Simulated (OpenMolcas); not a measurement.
Ni2+ with 6 ligands (fluoride) in tetragonal octahedral coordination (D4h) at 2 Å, the axial distance 2.240 Å. A charge of +0.667 e stands 2.6 Å behind each ligand. Ligand basis ANO-RCC-VDZP.

```yaml
Program: OpenMolcas 26.06
Method: CASSCF
Basis: ANO-RCC-VDZP [5s4p2d1f]
Scalar_Hamiltonian: DKH2, point nucleus
Active_space: 8 electrons in 5 orbitals (3d)
State_averaging: 2S+1 = 3 even, 10 roots; 2S+1 = 1 even, 15 roots
Spin-orbit_coupling: RASSI with atomic mean-field integrals over the reference wave functions
```

(1) What is the spin-free ground state (labels of D4, the rotations of D4h)?

(2) Where is the first state of the same spin?

(3) What are the lowest two levels with spin-orbit coupling?

(4) What is χT at 300 K, and how does it compare with the textbook value?

## Answers

(1) 3B1, 1-fold in its orbital part, 100 % from free-ion F terms; it has the highest spin that d8 allows.

(2) 3E at 4040 cm-1 above the ground state.

(3) A 1-fold level B2, then a 2-fold level E 22.2 cm-1 above it. Their leading multiplicities are 3 (100 %) and 3 (100 %).

(4) The lowest level has 2S+1 = 3, for which the spin-only value is χT = S(S+1) / 2 = 1.000 cm3 K/mol (g = 2). The computed 1.657 at 300 K differs by +0.657, through orbital momentum, spin-orbit coupling and any other state in reach.

Without dynamic correlation the repulsion within the d shell is too large (B by tens of per cent), so at a given field states of lower spin stand too high. Ligand-to-metal charge-transfer states are missing. With no ligand orbital active B as a rule stays too high, so bands that hang on it stand too high and its fall with covalency is understated. With metal d orbitals alone and no dynamic correlation the field as a rule comes out too small, by tens of per cent, by up to half for chloride and softer ligands, and the orbital part of g and χT, which goes as 1/10Dq, too large. No measured value stands beside these numbers; the geometry was imposed, not optimised, and the real ion may take another.
